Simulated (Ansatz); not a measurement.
Ga₅P₄H₁₆, a cluster cut from zinc blende GaP (hydrogen-capped), relaxed as a doublet with UKS PBE-D4/def2-SVP in Ansatz, starting from the PBE-D4/def2-SVP geometry of the charge -1 singlet. Force threshold 0.03 eV/Å.

Start:

```xyz
25

Ga   -1.9916   -0.1396   -2.1900
Ga   -1.1598   -2.5735    0.8951
Ga    1.8886   -1.1090   -1.3853
Ga    0.8339    2.7648   -0.6606
Ga    1.6707    0.3309    2.4237
P    -0.4522   -1.6853   -1.2096
P    -1.4097    1.8462   -0.9035
P    -0.5317   -0.7078    2.3315
P     1.9652    0.7985    0.0970
H    -3.5034   -0.4924   -1.8422
H    -1.5799    0.2184   -3.6825
H    -2.7415   -2.7182    0.9874
H    -0.2216   -3.7677    1.3627
H     2.1828   -0.6152   -2.8687
H     2.7527   -2.2840   -0.7500
H     1.2691    3.1478   -2.1402
H     0.7573    3.8873    0.4643
H     2.6388   -0.8334    2.9055
H     1.5229    1.6562    3.2913
H    -0.5889   -2.8247   -2.0715
H    -2.2580    2.9093   -1.3551
H    -1.9863    1.7205    0.4015
H    -0.8864   -1.0678    3.6725
H    -1.5097    0.3269    2.1763
H     3.3389    1.2121    0.0506
```

Question: Estimate the energy that the relaxation releases and the steps that it takes.

Answer: 0.45 eV, in 25 steps; 82 s on 2 threads of AMD EPYC 7R13 on a shared host and a share (18 GiB) of an NVIDIA H100 80GB HBM3. The force fell under the threshold at step 7, but the optimiser went on and released 0.172 eV more. No frequencies were taken in this run, so the end may be a saddle point.

Question: Does the start keep its bonding and symmetry?

Answer: By distances, no bond broke or formed. The bond that changes most is Ga3–P6, from 2.42 to 2.34 Å (atoms count from 1).

Question: Predict the relaxed structure.

Answer: 
```xyz
25

Ga   -2.254    0.086   -1.572
Ga   -0.789   -2.957    0.659
Ga    1.747   -0.972   -1.463
Ga    1.152    2.562   -1.213
Ga    1.062    0.505    2.513
P    -0.509   -1.582   -1.312
P    -1.155    2.088   -0.717
P    -0.781   -1.018    2.142
P     1.952    0.766    0.266
H    -3.412   -0.272   -0.562
H    -2.435    0.387   -3.109
H    -2.252   -3.552    0.674
H     0.531   -3.759    0.975
H     2.464   -0.741   -2.839
H     2.594   -1.655   -0.237
H     1.406    2.257   -2.735
H     1.721    3.815   -0.424
H     2.154   -0.252    3.357
H     0.472    1.932    2.858
H    -0.688   -2.403   -2.472
H    -1.921    3.211   -1.163
H    -1.331    2.260    0.693
H    -1.152   -1.425    3.463
H    -1.944   -0.238    1.844
H     3.368    0.956    0.375
```
Bond lengths (bridged metal pairs left out): 10 × Ga–P 2.34 to 2.46 Å; 10 × Ga–H 1.57 to 1.64 Å; 6 × H–P 1.43 Å.
